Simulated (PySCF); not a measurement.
**Question.** Give a GFN2-xTB geometry of InChI=1S/C5H3O3/c6-5(7)4-1-2-8-3-4/h1-3H. (Doublet state.)

**Answer.** 
Z-matrix in Å and degrees, rows numbered from 1:
```
O 
C   1  1.2058
O   2  1.2090  1  140.95
C   2  1.5916  1  110.22  3   179.99
C   4  1.4158  2  126.39  1    -0.15
C   5  1.3598  4  104.17  2  -179.99
O   6  1.3461  5  111.14  4    -0.00
C   7  1.3305  6  107.95  5     0.00
H   5  1.0690  4  126.81  2     0.01
H   6  1.0720  5  131.51  4   180.00
H   8  1.0710  4  131.59  2    -0.01
```

O7 (oxygen bonded to 2 C) is bent (angle 108.0°). C4 (carbon bonded to 3 C) is planar (angles 126.4°, 125.9° and 107.7°, sum 360.0°, 0.00 Å off the plane of its three neighbours). C6 (carbon bonded to C, O and H) is planar (angles 131.5°, 117.4° and 111.1°, sum 360.0°, 0.00 Å off the plane of its three neighbours). C2 (carbon bonded to C and 2 O) is planar (angles 141.0°, 110.2° and 108.8°, sum 360.0°, 0.00 Å off the plane of its three neighbours).

Structure optimised with GFN2-xTB, isolated species. This method treats the open shell by occupation alone, without spin polarisation.

Point group: Cs (every atom within 0.08 Å of its image). Not checked by GFN2-xTB frequencies.

The numbers are calculated, not measured.
